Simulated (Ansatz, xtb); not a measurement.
## Relative energy of two isomers of CHBrFSn−

We compare a, `[F]/[Sn-]=[CH]/Br`, a singlet, with b, `F/[CH]=[Sn-]/[Br]`, a singlet. Both are isolated ions in the gas phase, relaxed with PBE0-D3(BJ)/def2-SVPD.

Energies in hartree; the thermal terms are from PBE0-D3(BJ)/def2-SVPD harmonic frequencies (ideal gas, rigid rotor, one conformer each, 298.15 K, 1 atm) and include the zero-point energy:

```
                                a            b
E, CCSD(T)/def2-SVPD  −2924.002331  −2924.003109
    E, MP2/def2-SVPD  −2923.963060  −2923.959740
  E, MP2/def2-TZVPPD  −2924.776935  −2924.773199
   zero-point energy      0.015511      0.016618
        H(298 K) − E      0.022190      0.023212
        G(298 K) − E     −0.017045     −0.015977
```

Problem. Correct the CCSD(T) difference for the basis set by the MP2 change, then work out ΔE, ΔE₀, ΔH and ΔG for a → b in kcal/mol (1 Eh = 627.51 kcal/mol) and the equilibrium ratio [b]/[a].

Solution. 1. Differences b − a: CCSD(T) −0.000778, MP2 in the small set +0.003320, MP2 in the large set +0.003736 Eh.
2. ΔE = −0.000778 + (+0.003736 − (+0.003320)) = −0.000362 Eh = −0.23 kcal/mol.
3. ΔE₀ = ΔE + ΔZPE = −0.000362 + (+0.001107) Eh = +0.47 kcal/mol.
4. ΔH = ΔE + (+0.001022) Eh = +0.41 kcal/mol.
5. ΔG = ΔE + (+0.001068) Eh = +0.44 kcal/mol, so ΔS = (ΔH − ΔG)/T = −0.4 J/(mol K).
6. kT = 0.9442 mEh, so K = [b]/[a] = exp(−ΔG/kT) = exp(−0.75) ≈ 0.47.

The two are too close for this level to say which is favoured. An error of 1 kcal/mol in ΔG would change K by a factor of 5.4. Mirror images and further conformers aren't counted.

As drawn, b has 1 C–F, 1 Br–Sn in place of 1 F–Sn, 1 C–Br.

Other levels gave ΔE = −11.7 (GFN2-xTB); −52.7 (HF/STO-3G, GFN2-xTB geometries); −4.2 (r2SCAN-D4/def2-SVPD, GFN2-xTB geometries); −4.0 (PBE0-D3(BJ)/def2-SVPD); −5.4 (HF/def2-SVPD); +2.1 (MP2/def2-SVPD); −0.5 (CCSD(T)/def2-SVPD) kcal/mol. The correlated steps freeze 15 core orbitals; the filled d shell of Br and Sn is correlated, in a basis made for valence electrons. Atoms past krypton carry core potentials in the def2 sets, without spin–orbit terms. Programs: Ansatz 0.2.0, xtb 6.7.1.
